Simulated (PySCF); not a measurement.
## Dipole moment and polarisability of `C1C[C@H]2CC[C@@H]1C2`

Compound: C₇H₁₂.
Numbering: `[CH2:1]1[CH2:2][C@H:3]2[CH2:4][CH2:5][C@@H:6]1[CH2:7]2` (hydrogens: H8, H9 on C1; H10, H11 on C2; H12 on C3; H13, H14 on C4; H15, H16 on C5; H17 on C6; H18, H19 on C7)

Structure used (PBE0-D3(BJ)/def2-SVP), in Å, numbered top down from 1:
```
atom  x, y, z in Å
C1     1.314   -0.381   -0.714
C2     0.890    1.105   -0.572
C3    -0.332    1.031    0.356
C4    -1.499    0.409   -0.426
C5    -1.075   -1.077   -0.569
C6     0.282   -1.124    0.149
C7     0.060   -0.122    1.290
H8     1.305   -0.733   -1.758
H9     2.333   -0.544   -0.330
H10    1.691    1.706   -0.116
H11    0.645    1.575   -1.537
H12   -0.581    1.987    0.840
H13   -1.653    0.907   -1.396
H14   -2.441    0.503    0.136
H15   -0.995   -1.402   -1.618
H16   -1.799   -1.747   -0.080
H17    0.595   -2.136    0.444
H18    0.970    0.082    1.876
H19   -0.747   -0.418    1.979
```

Level: B3LYP/def2-SVPD (PySCF), static field, nuclei fixed, core orbitals frozen in the response. The polarisability tensor in these axes (au):

```
x   79.22  0.56 -0.34
y    0.56 77.49  0.16
z   -0.34  0.16 74.65
```

Question: Diagonalise the tensor; give its mean and Δα, where Δα² is half the sum of the squared differences of the eigenvalues.

Answer: Principal values 74.61, 77.34 and 79.40 au; mean 77.12 au = 11.43 Å³ = 12.71 × 10⁻⁴⁰ C²·m²/J; Δα = 4.16 au (5 % of the mean).

Question: What is the dipole moment?

Answer: 0.10 D at this geometry.

Question: Sum over states: ᾱ = Σ f/ω², ω in Eh. What share falls to these 10 lowest TDDFT singlets (eV, f)? 7.44, 0.0000; 7.83, 0.0027; 8.18, 0.0001; 8.30, 0.0337; 8.33, 0.0000; 8.40, 0.0146; 8.58, 0.0766; 8.62, 0.0115; 8.72, 0.0328; 8.73, 0.0034.

Answer: They add up to 1.79 au, 2.3 % of the 77.12 au; the largest single term is 0.77 au, from the state at 8.58 eV. Terms in order: 0.00, 0.03, 0.00, 0.36, 0.00, 0.15, 0.77, 0.12, 0.32, 0.03 au. Higher excitations give the rest. The strengths listed sum to 0.175.

Question: What depolarisation ratio follows for Rayleigh scattering of linearly polarised light, taking the static tensor?

Answer: ρ = 3Δα²/(45ᾱ² + 4Δα²) = 52.0/(267618 + 69.3) = 0.000194.

Question: What molar refraction does this α imply?

Answer: Lorentz–Lorenz: R = (4π/3)N_A α = 2.5225 cm³/(mol·Å³) × 11.43 Å³ = 28.8 cm³/mol, in the limit of long wavelengths.

Geometry: PBE0-D3(BJ)/def2-SVP; no solvent, vibrations or thermal averaging.
